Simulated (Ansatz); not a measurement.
C2H7FSi2 (`F[SiH2]/C=C\[SiH3]`), relaxed with RKS PBE0-D4/def2-TZVP in Ansatz from a PBE-D4/def2-SVP geometry. The force threshold is 0.005 eV/Å; the program also tests the step.

The species carries charge 0 and has multiplicity 1.

Start:

```xyz
12

F     1.431    0.063   -1.398
Si    0.992    1.472   -0.663
C    -0.404    1.091    0.518
C    -0.915   -0.136    0.788
Si   -0.395   -1.826    0.093
H     0.554    2.442   -1.724
H     2.194    2.021    0.054
H    -0.851    1.966    1.034
H    -1.753   -0.180    1.514
H     1.054   -2.121    0.356
H    -0.679   -1.935   -1.379
H    -1.227   -2.857    0.808
```

Problem. By how much does the energy fall, and how many steps does the optimiser take? (An estimate is asked.)

Solution. The calculation gave: 7.31 kJ/mol, in 6 steps.

Problem. Which bonds change most? (Estimate.)

Solution. The calculation gave: F1–Si2 from 1.649 to 1.603 Å; C4–Si5 from 1.900 to 1.881 Å; Si2–H7 from 1.503 to 1.484 Å; Si2–H6 from 1.503 to 1.484 Å.

Problem. Give the relaxed structure. (Best estimate.)

Solution. The calculation gave: 
```xyz
12

F     1.442    0.110   -1.404
Si    0.986    1.456   -0.663
C    -0.394    1.066    0.505
C    -0.908   -0.139    0.780
Si   -0.402   -1.818    0.100
H     0.543    2.424   -1.698
H     2.163    2.004    0.056
H    -0.828    1.931    1.013
H    -1.730   -0.172    1.496
H     1.030   -2.106    0.363
H    -0.675   -1.923   -1.356
H    -1.227   -2.833    0.808
```
